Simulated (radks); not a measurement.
Problem. Species: Pr I. Configuration: [Xe] 4f3 5d1 6s1 (not the ground configuration). All-electron calculation, scalar-relativistic Kohn-Sham, PBEsol, spin-polarised, spherical densities, finite nucleus; open shells are filled with parallel spins first (spin-orbit coupling, left out, can overturn this in heavy ions); Fermi nuclear charge, rms radius 4.8919 fm. Program: a radial shooting solver on a logarithmic mesh with Libxc functionals. Some entries of the table are withheld. Estimate them.

orbital,occ.,eigenvalue (Ry),<1/r> (bohr^-1)
1s up,1,-3071.649,64.66
1s down,1,-3071.649,64.66
2s up,1,-494.0893,14.92
2s down,1,-494.0872,14.92
2p up,3,-442.1813,14.10
2p down,3,-442.1797,14.10
3s up,1,-106.5159,5.427
3s down,1,-106.4621,5.429
3p up,3,-90.07228,5.134
3p down,3,-90.01879,5.137
3d up,5,-66.95667,4.872
3d down,5,-66.91446,4.874
4s up,1,-21.13118,2.267
4s down,1,-20.98260,2.268
4p up,3,-15.75804,2.089
4p down,3,-15.60778,2.090
4d up,5,-8.07271,1.821
4d down,5,-7.91997,1.822
5s up,1,(1),0.8780
5s down,1,(2),0.8726
5p up,3,-1.51953,0.7367
5p down,3,-1.41368,0.7323
6s up,1,-0.24825,0.2768
5d up,1,(3),0.3831
4f up,3,-0.04976,1.170

Solution. 
(1) 5s up eigenvalue (Ry): -2.80929
(2) 5s down eigenvalue (Ry): -2.69085
(3) 5d up eigenvalue (Ry): -0.12388
